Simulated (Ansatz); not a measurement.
System: C2H7BN (charge 0, doublet). SMILES: C[B]NC
Geometry from a B3LYP-D3(BJ)/def2-TZVP (Ansatz, a first-principles code) optimisation:
```xyz
11

C      1.9986     0.4366    -0.3325
B      0.5007     0.5509     0.0912
N     -0.4841    -0.4027    -0.0368
C     -1.8806    -0.2916     0.3600
H      2.2602     1.2114    -1.0579
H      2.2425    -0.5376    -0.7791
H      2.6601     0.5859     0.5249
H     -0.2526    -1.3015    -0.4506
H     -2.0451     0.6940     0.7911
H     -2.1412    -1.0460     1.1069
H     -2.5468    -0.4116    -0.4983
```
Charge 0, spin multiplicity 2.

Property: enthalpy of formation at 298 K, in kcal/mol. Terms: no spin-orbit coupling; 6-311+G** with 5d; LANL2DZ all-electron up to Ne; dispersion terms only where a functional's name holds one; valence correlation only; 6-31G* and kin with 6d, 5d where marked; non-relativistic; UHF or UKS for open shells. Basis-set limits of correlation are two-point, X^-3; Hartree-Fock from the larger set. First-principles rows: single points at B3LYP-D3(BJ) geometries (Ansatz), with unscaled harmonic terms from B3LYP/6-31G* (Ansatz) at its own minima, enthalpies of formation by atomisation with measured atoms.

Coupled cluster (Ansatz) is a level with limits of its own, used here on species with T1 under 0.025 (0.045 for open shells) and stable references: CCSD(T)/CBS(cc-pVTZ,cc-pVQZ).

Value to compare with, CCSD(T)/CBS(cc-pVTZ,cc-pVQZ) (Ansatz): 24.8 kcal/mol.

```csv
level,program,enthalpy of formation at 298 K (kcal/mol),difference
PBE/STO-3G,Ansatz,-192.4,-217.2
PBE/3-21G,Ansatz,4.8,-20.0
PBE/LANL2DZ,Ansatz,19.5,-5.3
PBE/6-31G*,Ansatz,0.8,-24.0
PBE/def2-SVP,Ansatz,-6.8,-31.6
PBE/6-311+G**,Ansatz,4.4,-20.4
PBE/def2-TZVPD,Ansatz,0.7,-24.1
```

Among the 6 habitual levels, PBE/STO-3G lies farthest from CCSD(T)/CBS(cc-pVTZ,cc-pVQZ) (Ansatz) (-217.2 kcal/mol) and PBE/LANL2DZ nearest (-5.3); 0 of 6 lie above it, and their mean absolute difference is 53.1 kcal/mol, the median 22.2. One case shows no general order.

The sets are all those run for this method; left out are runs that failed, that the program found above a lower state of the same kind, or whose <S^2> lies over 0.5 above the pure value.
